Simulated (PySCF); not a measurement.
ethylene glycol (C2H6O2), SMILES C(O)CO.

The structure is a stationary point at B3LYP-D3(BJ)/def2-SVP. The values are those of a single conformer.

Method: TDDFT-PBE/def2-SVPD (PySCF 2.14.0).

Vertical excitations. Isolated molecule, no solvent.

Computed excitation energies, oscillator strengths and character:
```
state  energy (eV)  λ (nm)      f          main pairs
-----  -----------  ------  -----  ------------------
S1            5.76     215  0.012     HOMO→LUMO 100 %
S2            6.36     195  0.003   HOMO−1→LUMO 100 %
S3            6.72     184  0.014    HOMO→LUMO+1 99 %
S4            7.02     177  0.001    HOMO→LUMO+2 99 %
S5            7.29     170  0.018  HOMO−1→LUMO+1 99 %
S6            7.45     166  0.004    HOMO−2→LUMO 96 %
S7            7.49     165  0.062    HOMO→LUMO+3 95 %
S8            7.56     164  0.010  HOMO−1→LUMO+2 98 %
S9            7.92     157  0.014    HOMO→LUMO+4 99 %
S10           8.05     154  0.035  HOMO−1→LUMO+3 98 %
T1            5.65     219      0     HOMO→LUMO 100 %
T2            6.10     203      0   HOMO−1→LUMO 100 %
T3            6.60     188      0    HOMO→LUMO+1 99 %
T4            6.80     182      0    HOMO→LUMO+2 99 %
```
Triplets are in the Tamm–Dancoff approximation, which puts them higher than full response would, so one can lie above its singlet here.
